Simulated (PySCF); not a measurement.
## Calculated NMR parameters of O=C(O)[SiH2][SiH2]O[SiH3]

```
Formula                               : CH8O3Si3
SMILES                                : O=C(O)[SiH2][SiH2]O[SiH3]
InChI                                 : InChI=1S/CH8O3Si3/c2-1(3)6-7-4-5/h6-7H2,5H3,(H,2,3)
Point group of the computed structure : C1
Degrees of unsaturation               : 1
Carbon signals                        : 1
Proton signals                        : 4
```

Bonds (- single, = double, # triple, : aromatic): O1=C2 1.206 Å, C2-O3 1.342 Å, C2-Si4 1.910 Å, Si4-Si5 2.309 Å, Si5-O6 1.621 Å, O6-Si7 1.618 Å. O3 carries H8; Si4 carries H9, H10; Si5 carries H11, H12; Si7 carries H13, H14, H15.

Theory: geometry: GFN2-xTB, NMR shieldings at PBE0/pcSseg-1/GIAO, in PySCF 2.14.0 with density-fitted response routines (one averaged value for each set of equivalent atoms, no solvent, no relativistic terms, one conformer).

Scale: TMS for 1H, 13C, 29Si; 17O vs H2O (reference shieldings calculated alike).

| carbon | δC, type | δH (multiplicity) | HMBC from (2–3 bonds) | span of the C tensor (ppm) |
| --- | --- | --- | --- | --- |
| C2 | 185.1, C | – | H11/H12, H9/H10 | 185 |

Other nuclei:
| atoms | nucleus | environment | δ (ppm) | σ (ppm) |
| --- | --- | --- | --- | --- |
| H8 | 1H | hydrogen on an acid hydroxyl oxygen | 6.56 | 25.16 |
| H11/H12 | 1H | hydrogen on a silicon bonded to O, Si | 5.80 | 25.92 |
| H13/H14/H15 | 1H | hydrogen on a silicon bonded to O | 5.11 | 26.61 |
| H9/H10 | 1H | hydrogen on a silicon bonded to C, Si | 4.35 | 27.37 |
| Si5 | 29Si | silicon bonded to O, Si, 2 H | -29.0 | 378.1 |
| Si7 | 29Si | silicon bonded to O, 3 H | -42.1 | 391.3 |
| Si4 | 29Si | silicon bonded to C, Si, 2 H | -92.4 | 441.6 |
| O1 | 17O | carbonyl oxygen | 530.6 | -194.5 |
| O3 | 17O | acid hydroxyl oxygen | 247.3 | 88.8 |
| O6 | 17O | oxygen bonded to 2 Si | -9.5 | 345.6 |

δC 185.1: carbonyl carbon. δH 6.56: hydrogen on an acid hydroxyl oxygen; labile proton, position sensitive to the medium. δH 5.80: hydrogen on a silicon bonded to O, Si. δH 5.11: hydrogen on a silicon bonded to O. δH 4.35: hydrogen on a silicon bonded to C, Si.

OH and NH positions are those of a molecule without intermolecular hydrogen bonds; in solution they move with solvent, concentration and temperature, and exchange usually removes their couplings. Shifts are as computed. Against solution values, carbons near 30 ppm lie about +3 ppm off and those near 130 ppm about +5 ppm. Of 1211 compounds with measured shifts, 218 miss one by over three times the rms of a fit or turn the order of signals round; such compounds aren't used in these exercises. In solution the two oxygens of a carboxylic acid exchange roles by proton transfer and give one 17O line. Hydrogen bonding in solution shields acid and N–H amide carbonyl oxygens by tens of ppm. Hydrogen bonding in solution deshields acid and N–H amide carbonyl carbons by as much as 10 ppm beyond these values. Unscaled 17O shifts of doubly bonded oxygen tend to come out too high, by tens of ppm or more. Experimental scales use liquid or dissolved standards, which lie at an offset from isolated H2O (liquid H2O: subtract about 36 ppm). No couplings were computed; multiplicities are counted from neighbouring protons, with m where these are inequivalent, close in shift, in a saturated or five-membered ring or joined by F or P, and br s for small geminal =CH2 splittings.
